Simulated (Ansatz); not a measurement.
Start from `B[Si](C)(F)S` and change one atom or group to get `B[SiH](F)S`.

Ansatz, PBE0-D4/def2-TZVP geometries, multiplicity 1. Each molecule was computed in one conformer, which needn't be the lowest.

| property | `B[Si](C)(F)S` |
| --- | --- |
| LUMO energy (PBE/def2-TZVPP) / eV | -1.24 |
| HOMO energy (B3LYP/def2-TZVPP) / eV | -7.05 |
| HOMO energy (ωB97M-V/def2-TZVPP) / eV | -9.31 |
| HOMO energy (PBE0/def2-TZVPP) / eV | -7.24 |
| size of the dipole moment (PBE/def2-TZVPP) / D | 2.96 |
| HOMO–LUMO gap (ωB97M-V/def2-TZVPP) / eV | 10.66 |

Give the same properties after the change, and the shifts. (Estimate.)

Computed: 
```tsv
property	`B[SiH](F)S`	shift
LUMO energy (PBE/def2-TZVPP) / eV	-1.50	-0.26
HOMO energy (B3LYP/def2-TZVPP) / eV	-7.30	-0.25
HOMO energy (ωB97M-V/def2-TZVPP) / eV	-9.56	-0.25
HOMO energy (PBE0/def2-TZVPP) / eV	-7.49	-0.25
size of the dipole moment (PBE/def2-TZVPP) / D	1.06	-1.90
HOMO–LUMO gap (ωB97M-V/def2-TZVPP) / eV	10.68	0.02
```

Dipoles are sizes alone; their direction can turn.

B3LYP here is the variant with VWN-RPA as its local correlation; programs differ in this.
